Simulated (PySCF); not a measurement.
Electron correlation in Ar+ (argon, charge +1)

[Ne] 3s2 3p5, 2P determinant. Calculation: PySCF 2.14, in 6-31G* (4s3p1d, 18 functions); no relativity, point nucleus. Frozen: [Ne]; 7 electrons correlated.

MP2 pair energies summed by pair of shells (mhartree):

```
 pair  energy  share (%)
3p-3p  -74.54       67.8
3s-3p  -28.61       26.0
3s-3s   -6.72        6.1
```

Total MP2 correlation energy: -109.87 mhartree.

Same-spin part -27.38 and opposite-spin part -82.49 mhartree; SCS-MP2 scales them by 1/3 and 6/5 to -108.12 mhartree.

```csv
level,correlation energy (mhartree)
CCSD,-126.77
(T),-1.24
CCSD(T),-128.01
```

Diagnostics: T1 = 0.0043, D1 = 0.0153, largest double amplitude 0.049.

Cost of the coupled-cluster step: 0.07 s of wall time on 1 thread of Neoverse-V2 (shared host), for 7 correlated electrons.
